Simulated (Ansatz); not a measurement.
Basis sets compared for (FSi)4CH26 adamantane (C6H12F4Si4). Total charge 0; singlet. Geometry PBE0-D4/def2-SVP. Ansatz on 4 threads of Arm Neoverse V2 on a shared host; times are rough, and most runs start from earlier orbitals.

```xyz
26

Si   -1.611    0.859   -0.441
F    -3.011    1.605   -0.824
C    -0.492    2.044    0.477
Si    1.116    1.197    0.921
F     2.086    2.238    1.722
C     0.751   -0.287    2.000
Si   -0.361   -1.486    1.091
F    -0.674   -2.777    2.040
C    -1.960   -0.623    0.647
C     0.492   -2.044   -0.478
Si    0.856   -0.571   -1.572
F     1.600   -1.066   -2.937
C    -0.751    0.286   -2.000
C     1.960    0.623   -0.646
H    -0.994    2.398    1.394
H    -0.288    2.929   -0.150
H     1.694   -0.788    2.279
H     0.263    0.041    2.935
H    -2.630   -1.324    0.120
H    -2.478   -0.299    1.566
H     1.432   -2.565   -0.227
H    -0.150   -2.761   -1.017
H    -0.550    1.151   -2.656
H    -1.407   -0.405   -2.557
H     2.917    0.132   -0.398
H     2.191    1.492   -1.287
```

Binding counts from free atoms (Si triplet, F doublet, C triplet, H doublet) in the same basis, without a counterpoise term.

```json
{"level": "HF/STO-3G", "functions": "98", "energy (Eh)": "-1766.3551", "HOMO (eV)": "-9.20", "LUMO (eV)": "11.38", "binding per atom (eV)": "3.93", "wall time": "1.2 s"}
{"level": "HF/6-31G", "functions": "166", "energy (Eh)": "-1787.6557", "HOMO (eV)": "-12.25", "LUMO (eV)": "3.16", "binding per atom (eV)": "2.99", "wall time": "3.5 s"}
{"level": "PBE-D4/def2-SVP", "functions": "272", "energy (Eh)": "-1791.5088", "HOMO (eV)": "-7.15", "LUMO (eV)": "-1.30", "binding per atom (eV)": "4.57", "wall time": "8.5 s"}
{"level": "PBE0-D4/def2-SVP", "functions": "272", "energy (Eh)": "-1791.6721", "HOMO (eV)": "-8.62", "LUMO (eV)": "-0.52", "binding per atom (eV)": "4.50", "wall time": "17 s"}
```

Task: Estimate the rows for PBE-D4/def2-TZVP (with forces), PBE0-D4/def2-TZVP.

Result: 
```csv
level,functions,energy (Eh),HOMO (eV),LUMO (eV),binding per atom (eV),wall time
PBE-D4/def2-TZVP (with forces),530,-1792.6958,-7.26,-1.59,4.56,25 s
PBE0-D4/def2-TZVP,530,-1792.8492,-8.64,-0.72,4.50,48 s
```
